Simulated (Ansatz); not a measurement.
Isolated molecules relaxed with PBE0-D4/def2-TZVP in Ansatz; ΔE leaves out vibrations. CCSD(T)/CBS is the MP2 limit (def2-TZVPP, def2-QZVPP) plus CCSD(T) − MP2 in def2-TZVPP, frozen cores. DFT in def2-TZVPP. For Ge outer-core shells are correlated without core-valence functions, which leaves a few kJ/mol of doubt a bond. Scalar relativity is left out up to krypton. Each species was taken in one conformer, which may not be the lowest.

`O[SiH](O)[GeH3]` + `O[SiH2]S[SiH2][SiH3]` → `O[SiH](O)[SiH2][SiH3]` + `O[SiH2][S][GeH3]`  (redistribution)

```json
{"level": "PBE0-D4", "ΔE (kJ/mol)": "16.1"}
{"level": "ωB97X-V", "ΔE (kJ/mol)": "14.7"}
{"level": "HF/def2-QZVPP", "ΔE (kJ/mol)": "9.0"}
{"level": "SCS-MP2/def2-QZVPP", "ΔE (kJ/mol)": "17.3"}
```

What does CCSD(T)/CBS give? (An estimate is asked.)

Computed: +18.7 kJ/mol. The listed levels differ from it by -2.6, -4.0, -9.7, -1.4 kJ/mol.

Largest T1 diagnostic among the species: 0.013.

In def2-TZVPP, CCSD(T) changes the Hartree–Fock value by +6.1 kJ/mol (the triples alone add +0.5 kJ/mol) and MP2 by +9.3 kJ/mol.
